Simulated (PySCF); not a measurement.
Si(Me)2 cation (C2H6Si), SMILES [Si](C)C (connectivity only; charge and spin as stated), charge +1, multiplicity 2. Atoms are numbered in the order given.

```xyz
9

Si     0.0000     0.0000     0.5559
C     -1.5892    -0.0034    -0.3615
H     -2.4603    -0.1420     0.2784
H     -1.5447    -0.7921    -1.1232
H     -1.6649     0.9643    -0.8772
C      1.5892     0.0034    -0.3615
H      1.5447     0.7921    -1.1232
H      1.6649    -0.9643    -0.8772
H      2.4603     0.1420     0.2784
```
Charge +1, spin multiplicity 2.

Coordinates come from a ωB97X-D3(BJ)/def2-TZVP optimisation. The spin state was assumed, not searched. The isomer is the one that the SMILES or the coordinates give; other isomers of the formula were not compared.

These are B3LYP/pcH-1 in PySCF values and carry that method's errors.

Unrestricted Kohn–Sham, ⟨S²⟩ = 0.752. Hyperfine tensors hold the contact and dipolar terms, without spin-orbit corrections.

Computed hyperfine couplings:
| nucleus | A(iso) (MHz) | A(iso) (G) | dipolar principal values (MHz) |
|---|---|---|---|
| 29Si no. 1 | -594.6 | -212.2 | -175.6, 84.5, 91.1 |
| 13C no. 2 | 60.2 | 21.5 | -13.7, -12.0, 25.7 |
| 1H no. 3 | 1.4 | 0.5 | -7.6, -4.0, 11.6 |
| 1H no. 4 | 33.1 | 11.8 | -7.0, 0.0, 7.0 |
| 1H no. 5 | 13.0 | 4.6 | -6.8, -0.2, 7.0 |
| 13C no. 6 | 60.2 | 21.5 | -13.7, -12.0, 25.7 |
| 1H no. 7 | 33.1 | 11.8 | -7.0, 0.0, 7.0 |
| 1H no. 8 | 13.0 | 4.6 | -6.8, -0.2, 7.0 |
| 1H no. 9 | 1.4 | 0.5 | -7.6, -4.0, 11.6 |

### Question
And the g tensor (effective nuclear charges for spin-orbit coupling, GIAO)? (An estimate is asked for; the answer gives what the named calculation found.)

### Answer
principal values 1.9847, 2.0023, 2.0063; isotropic 1.9978.
